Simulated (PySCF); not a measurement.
The numbers below are computed, except where a source is named.
C3H11Si2

C3H11Si2 is a small molecule (built as: C site whose three back bonds go to SiH3, SiH3, CH3; end group CH2), neutral, doublet. The structure, one conformer, was relaxed in the gas phase by PBE0-D3(BJ)/def2-SVP. No frequency run checks that it is a minimum.

SMILES: [CH2]C(C)([SiH3])[SiH3]

```xyz
16

C     0.013    0.094    0.180
Si    0.890   -1.537   -0.280
Si   -1.474    0.348   -0.987
C     0.991    1.270    0.049
C    -0.515   -0.070    1.554
H    -0.047   -2.688   -0.109
H     1.363   -1.509   -1.702
H     2.072   -1.721    0.617
H    -1.022    0.414   -2.413
H    -2.437   -0.785   -0.837
H    -2.159    1.629   -0.635
H     1.383    1.370   -0.976
H     1.854    1.145    0.725
H     0.502    2.223    0.313
H    -1.248   -0.846    1.792
H    -0.159    0.565    2.369
```
Atom numbers follow the order of the file, from 1.

EPR values by unrestricted B3LYP, IGLO-III on C Si, pcH-1 on H.

(1) Predict g and the largest hyperfine couplings. Where does the spin sit?

(2) How do the isotropic couplings move with BHandHLYP?

Results:

(1) g = 2.0021, 2.0021, 2.0030. The spin sits on C5 (102 %, bonded to 1 C + 2 H) by Mulliken populations.
```json
{"atom": "C5", "isotope": "13C", "isotropic (MHz)": "76.8", "dipolar, principal values (MHz)": "-71.8, -71.1, 142.9"}
{"atom": "Si2", "isotope": "29Si", "isotropic (MHz)": "-125.0", "dipolar, principal values (MHz)": "-14.9, 6.6, 8.3"}
{"atom": "Si3", "isotope": "29Si", "isotropic (MHz)": "-112.2", "dipolar, principal values (MHz)": "-13.4, 6.1, 7.3"}
{"atom": "H16", "isotope": "1H", "isotropic (MHz)": "-60.3", "dipolar, principal values (MHz)": "-35.1, 0.9, 34.3"}
{"atom": "H15", "isotope": "1H", "isotropic (MHz)": "-58.9", "dipolar, principal values (MHz)": "-34.9, 0.4, 34.5"}
{"atom": "H7", "isotope": "1H", "isotropic (MHz)": "34.6", "dipolar, principal values (MHz)": "-1.8, -1.0, 2.7"}
```

(2) C5 76.8 to 106.1 MHz, Si2 -125.0 to -119.0 MHz, Si3 -112.2 to -106.8 MHz, H16 -60.3 to -73.5 MHz.
